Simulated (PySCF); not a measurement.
Simulation results for AlBFH3N, Al2H3N, CH3F2Si, CH7BOSi

Calculation on a computer-drawn molecule: optimised geometry and harmonic frequencies of an isolated molecule of the commonest isotopes, restricted reference for singlets and unrestricted otherwise, frozen core in MP2. Program: PySCF 2.14.0.

Common to all runs: charge 0; basis cc-pV(D+d)Z.

```json
{"entry": 1, "formula": "AlBFH3N", "start_structure": {"atoms_angstrom": [["F", -0.1733, 0.1313, 2.3145], ["B", 1.096, 0.1079, 1.8462], ["N", 1.7512, -1.1136, 2.0114], ["Al", 3.3638, -1.7085, 1.4639], ["H", 1.5068, 0.9898, 1.2184], ["H", 1.261, -1.8268, 2.5512], ["H", 3.596, -2.3286, 0.0016]]}, "given": {"multiplicity": 2, "method": "HF", "drawn_bonds_atom": [1, 2, 3, 2, 3, 4], "drawn_bonds_other_atom": [2, 3, 4, 5, 6, 7], "drawn_bonds_order": [1, 1, 1, 1, 1, 1]}, "results": {"optimised_atom_element": ["F", "B", "N", "Al", "H", "H", "H"], "optimised_atom_x [angstrom]": [0.07097, 1.121, 1.653, 3.052, 1.568, 1.171, 3.765], "optimised_atom_y [angstrom]": [0.4253, -0.07059, -1.324, -2.176, 0.5905, -1.758, -1.436], "optimised_atom_z [angstrom]": [2.416, 1.741, 2.094, 1.326, 0.8471, 2.864, 0.1184], "modes_frequency [cm^-1]": [132.1, 194.4, 273.6, 416.8, 634.0, 777.7, 809.9, 1004, 1149, 1180, 1270, 1493, 1939, 2743, 3759], "modes_reduced_mass [dalton]": [7.196, 4.305, 1.208, 8.583, 1.211, 1.216, 3.738, 1.547, 2.416, 1.799, 1.511, 3.464, 1.044, 1.095, 1.074], "rotational_constants [GHz]": [42.24, 2.457, 2.322], "total_energy [hartree]": -422.3492, "spin_squared": 0.7542, "convergence_status_largest_gradient_component [hartree/bohr]": 2.987e-05}}
{"entry": 2, "formula": "Al2H3N", "start_structure": {"atoms_angstrom": [["Al", -2.1936, 1.7572, 0.1149], ["N", -0.6345, 0.8574, -0.0966], ["Al", -0.1778, -0.8204, 0.314], ["H", 0.1154, 1.3909, -0.5214], ["H", -1.2829, -1.7319, 0.9822], ["H", 1.2774, -1.3566, 0.0141]]}, "given": {"multiplicity": 1, "method": "MP2", "drawn_bonds_atom": [1, 2, 2, 3, 3], "drawn_bonds_other_atom": [2, 3, 4, 5, 6], "drawn_bonds_order": [1, 1, 1, 1, 1]}, "results": {"optimised_atom_element": ["Al", "N", "Al", "H", "H", "H"], "optimised_atom_x [angstrom]": [-2.226, -0.6144, -0.1712, 0.1428, -1.305, 1.278], "optimised_atom_y [angstrom]": [1.71, 0.8732, -0.826, 1.421, -1.702, -1.38], "optimised_atom_z [angstrom]": [0.1418, -0.1086, 0.3136, -0.5407, 0.9793, 0.02184], "modes_frequency [cm^-1]": [131.1, 168.0, 477.7, 527.6, 611.6, 623.9, 793.2, 822.5, 930.8, 1968, 1973, 3512], "modes_reduced_mass [dalton]": [4.643, 1.447, 1.403, 1.134, 3.826, 1.163, 1.246, 1.755, 1.894, 1.025, 1.06, 1.074], "rotational_constants [GHz]": [37.56, 3.253, 2.994], "total_energy [hartree]": -540.3678, "convergence_status_largest_gradient_component [hartree/bohr]": 3.958e-05}}
{"entry": 3, "formula": "CH3F2Si", "start_structure": {"atoms_angstrom": [["C", -2.5359, -0.0826, 0.196], ["Si", -1.197, 0.0103, -1.0929], ["F", -1.0009, 1.5468, -1.5351], ["F", 0.2023, -0.4305, -0.4277], ["H", -2.6527, -1.107, 0.5553], ["H", -2.266, 0.5588, 1.04], ["H", -3.4886, 0.2578, -0.2144]]}, "given": {"multiplicity": 2, "method": "MP2", "drawn_bonds_atom": [1, 2, 2, 1, 1, 1], "drawn_bonds_other_atom": [2, 3, 4, 5, 6, 7], "drawn_bonds_order": [1, 1, 1, 1, 1, 1]}, "results": {}}
{"entry": 4, "formula": "CH7BOSi", "start_structure": {"atoms_angstrom": [["O", -0.9906, 0.6352, 0.6134], ["B", -1.4299, -0.6196, 0.5336], ["C", -0.5548, -1.9236, 0.3355], ["Si", 0.0194, -2.5164, 2.0502], ["H", 0.0174, 0.6755, 0.4898], ["H", -2.6649, -0.7587, 0.6464], ["H", -1.1189, -2.804, -0.1016], ["H", 0.3228, -1.7629, -0.2208], ["H", 0.8989, -3.672, 1.9149], ["H", -1.1193, -2.8983, 2.9241], ["H", 0.8178, -1.4692, 2.7514]]}, "given": {"multiplicity": 1, "method": "HF", "drawn_bonds_atom": [1, 2, 3, 1, 2, 3, 3, 4, 4, 4], "drawn_bonds_other_atom": [2, 3, 4, 5, 6, 7, 8, 9, 10, 11], "drawn_bonds_order": [1, 1, 1, 1, 1, 1, 1, 1, 1, 1]}, "results": {}}
```

To be estimated
1. Give the missing rotational constants for CH3F2Si (entry 3).
2. Give the missing spin squared for CH3F2Si (entry 3).
3. Estimate the total energy of CH3F2Si (entry 3).
4. What rotational constants does the calculation give for CH7BOSi (entry 4)?
5. CH7BOSi (entry 4): total energy?

Answers
1. 6.742, 6.186, 3.608 GHz
2. 0.7535
3. -528.1259 hartree
4. 15.39, 2.54, 2.44 GHz
5. -430.4922 hartree

Further results for CH3F2Si (entry 3):

- convergence status largest gradient component: 1.231e-05 hartree/bohr

Optimised structure:
```xyz
7
CH3F2Si
C     -2.5370    -0.0827     0.1972
Si    -1.1937     0.0120    -1.0932
F     -1.0081     1.5665    -1.5511
F      0.2192    -0.4493    -0.4212
H     -2.6545    -1.1170     0.5575
H     -2.2671     0.5636     1.0507
H     -3.4976     0.2605    -0.2188
```

Modes:
```tsv
frequency (cm⁻¹)	reduced mass (dalton)
134.2	1.048
210.6	3.571
271.3	6.363
325	6.122
679.9	3.663
769.7	1.425
782.8	1.651
859.9	8.445
919.6	9.64
1272	1.264
1442	1.049
1449	1.049
3088	1.035
3197	1.101
3211	1.102
```

Further results for CH7BOSi (entry 4):

- convergence status largest gradient component: 1.452e-05 hartree/bohr

Optimised structure:
```xyz
11
CH7BOSi
O     -1.0284     0.6639     0.3958
B     -1.4490    -0.6104     0.5617
C     -0.5049    -1.8671     0.4340
Si     0.0205    -2.5974     2.0969
H     -0.1132     0.7485     0.1737
H     -2.6113    -0.7360     0.8431
H     -1.0358    -2.6712    -0.0890
H      0.4106    -1.6522    -0.1313
H      0.8666    -3.7949     1.8808
H     -1.1625    -2.9912     2.8974
H      0.8054    -1.6062     2.8738
```

Modes:
```tsv
frequency (cm⁻¹)	reduced mass (dalton)
61.61	2.822
128.5	1.144
212.2	2.273
411.8	2.21
550.9	1.103
626.8	1.297
633.3	1.923
752	1.625
851.6	1.531
935.4	1.546
1003	1.758
1027	1.153
1033	1.055
1036	1.033
1062	1.085
1162	1.286
1188	1.588
1269	1.486
1437	3.198
1533	1.21
2294	1.048
2303	1.049
2313	1.023
2695	1.094
3154	1.06
3207	1.101
4156	1.066
```
